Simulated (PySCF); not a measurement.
# ReH₄, doublet: molecular constants

Method: UPBE0/[Re def2-TZVP with ECP60, H def2-TZVP], scalar-relativistic core potentials, density fitting, no spin–orbit coupling, PySCF.

The structure is a minimum.

Coordinates in bohr (charge 0 multiplicity 2):
```
Re    0.0000    0.0000    0.0000
H     2.5639   -0.0001    1.7435
H    -2.5639    0.0000    1.7435
H     0.0000    2.5640   -1.7434
H     0.0000   -2.5639   -1.7436
```

- Point group: D2d
- Bond lengths: Re–H 1.641 Å (×4)
- Bond angles: H–Re–H 108.4° (×4), H–Re–H 111.6° (×2)
- Atomisation energy without zero-point energy: 1013 kJ/mol
- Principal quadrupole moments (Buckingham, traceless) about the centre of mass: -0.79, -0.79, 1.57 D Å
- Spin squared ⟨S²⟩: 0.757
- Rotational constants: 2.36, 2.36, 2.272 cm⁻¹
- Rotational symmetry number: 4
- Entropy at 298.15 K and 1 bar (electronic part: spin only): 249.1 J/(mol K)
- Lowest empty level (β): -2.85 eV
- Heat capacity Cp at 298.15 K: 51.8 J/(mol K)
- Highest occupied level (β): -5.78 eV
- Dipole moment: 0.00 D
- Zero-point energy: 71.5 kJ/mol
- Principal polarisabilities: 41.3, 47.3, 47.3 bohr³
- Enthalpy at 298.15 K above 0 K: 11.57 kJ/mol

Harmonic modes (masses in u: Re 186.956, H 1.008):
| symmetry | ω (cm⁻¹) | IR (km/mol, summed over degenerate members) | μ (u) | type |
| --- | --- | --- | --- | --- |
| e | 614 | 182 | 1.02 | bend |
| b1 | 654 | 0.0 | 1.01 | bend |
| b2 | 692 | 79.3 | 1.02 | bend |
| a1 | 804 | 0.0 | 1.01 | bend |
| b2 | 2133 | 149 | 1.01 | stretch |
| e | 2134 | 243 | 1.02 | stretch |
| a1 | 2169 | 0.0 | 1.01 | stretch |

In D2d the vibrations span 2e + b1 + 2b2 + 2a1. The a1, b1 modes carry no infrared intensity, as symmetry demands.

Charges (e):
```csv
atom,Mulliken,Löwdin,polar tensor,spin (Mulliken),Mayer order to Re1
Re1,0.23,0.17,0.91,1.19,–
"H2,3,4,5",-0.06,-0.04,-0.23,-0.05,1.00
```

Mulliken populations on Re1 (electrons outside its core potential): s 2.85, p 6.28, d 5.62, f 0.02.

Formally Re is in oxidation state +4, d3, with 1 unpaired electron (the high-spin count would be 3). The Mulliken spin on Re is 1.19. The polar-tensor charge on Re, 0.91, is far below the formal one.

This need not be the most stable arrangement of these atoms. Open d and f shells are described by one determinant, and the ground state may have another occupation or spin. With an element this heavy the missing spin–orbit coupling can shift these numbers.

The final relaxation and frequency run took 33 s on 2 threads of a shared Arm Neoverse N1 host, with 64 basis functions and 7 gradients; the process peaked at 0.91 GiB.
